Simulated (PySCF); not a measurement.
Compound: H6N2SSi2.
Numbering: `[SH:1][SiH:2]1[NH:3][SiH2:4][NH:5]1` (hydrogens: H6 on S1; H7 on Si2; H8 on N3; H9, H10 on Si4; H11 on N5)

Torsions of this conformer, `[SH:1][SiH:2]1[NH:3][SiH2:4][NH:5]1`: H–S1–Si2–N3 50°.

The closed-shell ground state was solved at several levels (PySCF, density fitting, gas phase, non-relativistic). The structure is a single PBE0-D3(BJ)/def2-SVP conformer in the gas phase; no vibrational or solvent corrections.

```csv
level,basis functions,total energy (Eh),HOMO (eV),LUMO (eV),gap (eV),dipole (D)
KT2/pcSseg-2,285,-1100.4954,-6.01,-1.31,4.70,1.31
CAM-B3LYP/def2-SVPD,163,-1090.0071,-8.58,0.68,9.26,1.38
```

Q: Estimate the row for PBE0/pcSseg-1, a basis of 136 functions; the other rows only guide the guess.

A: Total energy -1089.8478 Eh, HOMO -7.21 eV, LUMO -0.05 eV, gap 7.16 eV, dipole 1.62 D.

Q: Over all these levels, which gives the widest orbital gap and which the narrowest?

A: CAM-B3LYP/def2-SVPD (range-separated hybrid) has the widest, 9.26 eV, and KT2/pcSseg-2 (GGA) the narrowest, 4.70 eV. Functional and basis both differ between the two, so the spread mixes both effects.

Q: How far do the dipole and the HOMO energy spread over the levels?

A: The dipole runs from 1.31 to 1.62 D (mean 1.44 D) and the HOMO from -8.58 to -6.01 eV.
